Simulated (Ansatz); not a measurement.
Li11F11 (started as a model of: (LiF)11 cage of four- and six-membered rings). Charge 0, multiplicity 1. Geometry r2SCAN-D4/def2-SVP; atoms count from 1.

Cartesian coordinates in Å:
```
Li -2.4035 1.2189 -1.6511
F -2.3535 1.2752 0.1239
Li -2.5373 -0.5300 0.0049
F -2.7662 -0.5547 -1.7663
Li -1.2193 -0.6419 -2.6616
F -0.9220 1.1625 -2.6465
Li 0.5428 1.6261 -1.7863
F 0.4992 2.2289 -0.0840
Li -0.8885 1.8259 0.9744
F -0.4721 0.9420 2.4637
Li -0.6465 -0.8648 2.3565
F -1.3181 -1.5333 0.8415
Li -0.0562 -2.1718 -0.2640
F 0.0613 -1.6351 -1.9863
Li 1.7210 -1.0858 -1.5384
F 2.0428 0.6475 -1.5503
Li 2.0686 1.3559 0.1112
F 1.7056 -1.9263 0.0586
Li 1.2215 0.5770 2.8572
F 1.0077 -1.2230 2.9271
Li 2.2064 -1.2485 1.5988
F 2.5064 0.5554 1.6172
```

(1) Estimate the Mulliken populations from the PBE0/def2-TZVP orbitals of Ansatz.

Results:

(1) 
```
atom  charge (e)
 Li1        0.79
  F2       -0.80
 Li3        0.80
  F4       -0.79
 Li5        0.81
  F6       -0.80
 Li7        0.80
  F8       -0.81
 Li9        0.83
 F10       -0.80
Li11        0.80
 F12       -0.81
Li13        0.81
 F14       -0.81
Li15        0.81
 F16       -0.80
Li17        0.80
 F18       -0.81
Li19        0.79
 F20       -0.79
Li21        0.81
 F22       -0.80
```
Mulliken values depend strongly on the basis.
